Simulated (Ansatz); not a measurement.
Ba₄⁺ was relaxed with PBE (def2-SVP) in Ansatz in these states: charge +1 doublet, charge +1 quartet. The geometries follow in no particular order.

In the def2 sets Ba takes a core potential; there is no spin–orbit coupling.

A:

```xyz
4

Ba   -1.575   -2.108   -0.758
Ba    0.395    1.937   -1.904
Ba    2.467   -1.045    0.568
Ba   -1.286    1.216    2.094
```

B:

```xyz
4

Ba   -0.5689    1.7938    1.8448
Ba    0.4374   -2.3674    1.0717
Ba    2.1430    0.8960   -1.2447
Ba   -2.0114   -0.3223   -1.6717
```

Judge from the bond lengths which geometry belongs to which state (an estimate).

A is the charge +1 doublet (Ba1–Ba2 4.642 Å, Ba3–Ba4 4.640 Å, Ba2–Ba4 4.397 Å); B is the charge +1 quartet (Ba1–Ba2 4.350 Å, Ba3–Ba4 4.350 Å, Ba2–Ba4 4.208 Å).

At PBE/def2-SVP the charge 1 quartet is spin-contaminated (final ⟨S²⟩ up to 3.96, 3.75 for a pure state). At PBE0/def2-TZVP a doublet lies 0.14 eV below the charge +1 quartet. These are the stationary points nearest to one start from a short search; other shapes may lie lower in each state.
